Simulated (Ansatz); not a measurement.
```yaml
crystal:
  periodic: [false, false, false]
  atoms:
    - {symbol: B, position_ang: [1.882235, 4.631425, 1.246893]}
    - {symbol: S, position_ang: [4.579175, 2.685789, 0.844005]}
    - {symbol: Zn, position_ang: [1.999536, -0.556831, 0.406174]}
    - {symbol: C, position_ang: [-0.597995, -3.189709, -0.114081]}
    - {symbol: N, position_ang: [-2.798245, -2.510401, -1.639407]}
    - {symbol: H, position_ang: [2.151136, 6.846486, 1.589465]}
    - {symbol: H, position_ang: [-0.234017, 3.784135, 1.184201]}
    - {symbol: H, position_ang: [0.308445, -4.839754, -0.962712]}
    - {symbol: H, position_ang: [-1.252318, -3.819188, 1.740923]}
    - {symbol: H, position_ang: [-3.743657, -1.030846, -0.884385]}
    - {symbol: H, position_ang: [-2.294277, -2.001085, -3.411096]}
basis:
  gaussian: {orbitals: def2-TZVPP}
hamiltonian: {xc: {name: B97M-V}}
accuracy: high
```

```sh
$ ansatz run in.yaml --threads 2 --pin off --events-out ev --progress --plain --max-ram 22528MiB --backend cuda --devices 0, --max-vram 18GiB
```

It prints (some lines left out):

```
Functional definition: B97M-V
4451 factors; integrals over basis functions are off by at most 3.4e-7 eV
mean field evaluation 1: about -62479.2666 eV, gradient 9.0e1 eV
mean field evaluation 2: about -61924.0918 eV, gradient 2.3e2 eV
mean field evaluation 4: about -62010.2648 eV, gradient 1.7e2 eV
mean field evaluation 8: about -62512.3158 eV, gradient 6.1e-1 eV
mean field evaluation 16: about -62512.3090 eV, gradient 2.0e-8 eV
mean field -62512.30895876 eV, -2297.2849818694 hartree, gradient 2.7e-8 eV, S^2 0.000000; 8 other end points of the search recorded, 0 dependent functions left out
reference -62512.30896925 eV, -2297.2849822552 hartree; 35, 35 occupied and 248, 248 virtual orbitals, 4451 factors
Total energy: -62512.30896925 eV, -2297.2849822552 hartree
```

In this input the coordinates are in bohr but typed as ångström. Self-consistency was reached. The result belongs to that input, not to the molecule as meant.
